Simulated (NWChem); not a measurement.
Species: MoS₂ClF; SMILES [F][Mo](=[S])(=[S])[Cl]

```xyz
5

Mo    -0.2012     0.0648     0.0000
S      0.6203     0.9875    -1.6870
S      0.6203     0.9875     1.6870
F     -2.0175     0.2951     0.0000
Cl     0.4162    -2.0938     0.0000
```
Atoms are numbered in this order, from 1.

Level: PBE0/def2-SVP with def2 effective core potentials on Mo (NWChem), optimised geometry, unscaled harmonic frequencies. def2 effective core potentials on Mo; no spin-orbit coupling.

Q: List the harmonic frequencies with IR intensities, and the thermochemistry.

A: 
```
frequency (cm⁻¹)  IR intensity (km/mol)
----------------  ---------------------
140                                 1.1
153                                 0.0
180                                 0.9
204                                 0.4
208                                 0.2
426                                50.3
584                                25.6
597                                88.7
720                               115.6
```

```json
{
  "zero_point_energy": "4.6 kcal/mol",
  "thermal correction to the enthalpy at 298.15 K (with zero-point energy)": "9.3 kcal/mol",
  "heat capacity Cv": "19.6 cal/(mol K)",
  "entropy at 298.15 K and 1 atm (symmetry number 1)": "85.0 cal/(mol K)"
}
```

Rigid rotor and harmonic oscillator.
